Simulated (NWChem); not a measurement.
System: CH₂NO, doublet; SMILES N[C]=O

The following NWChem deck was run.

```
start job
memory heap 200 mb stack 900 mb global 1100 mb
geometry units angstroms noautoz
  N      0.095584     1.088100     0.000000
  C     -0.413907    -0.157263     0.000000
  O      0.159689    -1.214220     0.000000
  H      1.100009     1.252195     0.000000
  H     -0.518452     1.886778     0.000000
end
basis spherical
  * library def2-tzvp
end
dft
  odft
  mult 2
  xc b3lyp
  iterations 150
  mulliken
end
task dft energy
```

In the optimisation the excess spin sits in a' (Cs, its own frame). The geometry was optimised at B3LYP/6-31G* (spherical d), spin-unrestricted. No stability test was run on the SCF state.

Give the results of this calculation. (B3LYP/def2-TZVP, spin-unrestricted.) Quantities: energy (Ha); highest occupied level (eV); lowest empty minus highest occupied level, either spin (eV); dipole (D); <S²>.


```json
{
 "energy (Ha)": "-169.31",
 "highest occupied level (eV)": "-6.03",
 "lowest empty minus highest occupied level, either spin (eV)": "3.70",
 "dipole (D)": "3.72",
 "<S²>": "0.753"
}
```
